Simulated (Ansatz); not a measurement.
Potential energy curve for Ga2(mu-Cl)2(Me)4, C4H12Cl2Ga2, singlet. The C4–H20 bond (C4 also carries Ga, H, H; H20 carries nothing else) is pulled apart rigidly from the PBE0/def2-SVP optimised geometry.

UKS-PBE0 = unrestricted PBE0/def2-SVP (Ansatz, a quantum-chemistry and plane-wave program); RKS-PBE0 = restricted PBE0/def2-SVP run with Ansatz; UKS-B3LYP = unrestricted B3LYP/def2-SVP (Ansatz); RKS-B3LYP = restricted B3LYP/def2-SVP in Ansatz; UKS-PBE = unrestricted PBE/def2-SVP run with Ansatz; RKS-PBE = restricted PBE/def2-SVP (Ansatz).

Scanned distances (Å): 0.90, 0.98, 1.04, 1.07, 1.10, 1.13, 1.19, 1.25, 1.33, 1.47, 1.59, 1.82, 2.06, 2.31, 2.67, 3.22.

Where does the unrestricted solution first break spin symmetry (<S²> of 0.01 or more)?

UKS-PBE0: between 1.82 and 2.06 Å; UKS-B3LYP: between 1.82 and 2.06 Å; UKS-PBE: between 2.06 and 2.31 Å.

| R / Å | <S²> UKS-PBE0 | E(RKS-PBE0) − E(UKS-PBE0) / mEh | <S²> UKS-B3LYP | E(RKS-B3LYP) − E(UKS-B3LYP) / mEh | <S²> UKS-PBE | E(RKS-PBE) − E(UKS-PBE) / mEh |
|---|---|---|---|---|---|---|
| 0.90 | 0.00 | 0.0 | 0.00 | 0.0 | 0.00 | 0.0 |
| 0.98 | 0.00 | 0.0 | 0.00 | 0.0 | 0.00 | 0.0 |
| 1.04 | 0.00 | 0.0 | 0.00 | 0.0 | 0.00 | 0.0 |
| 1.07 | 0.00 | 0.0 | 0.00 | 0.0 | 0.00 | 0.0 |
| 1.10 | 0.00 | 0.0 | 0.00 | 0.0 | 0.00 | 0.0 |
| 1.13 | 0.00 | 0.0 | 0.00 | 0.0 | 0.00 | 0.0 |
| 1.19 | 0.00 | 0.0 | 0.00 | 0.0 | 0.00 | 0.0 |
| 1.25 | 0.00 | 0.0 | 0.00 | 0.0 | 0.00 | 0.0 |
| 1.33 | 0.00 | 0.0 | 0.00 | 0.0 | 0.00 | 0.0 |
| 1.47 | 0.00 | 0.0 | 0.00 | 0.0 | 0.00 | 0.0 |
| 1.59 | 0.00 | 0.0 | 0.00 | 0.0 | 0.00 | 0.0 |
| 1.82 | 0.00 | 0.0 | 0.00 | 0.0 | 0.00 | 0.0 |
| 2.06 | 0.16 | 0.5 | 0.07 | 0.1 | 0.00 | 0.0 |
| 2.31 | 0.60 | 10.2 | 0.48 | 6.4 | 0.32 | 1.4 |
| 2.67 | 0.87 | 31.2 | 0.81 | 23.0 | 0.78 | 14.0 |
| 3.22 | 0.98 | 59.1 | 0.96 | 46.8 | 0.96 | 34.4 |
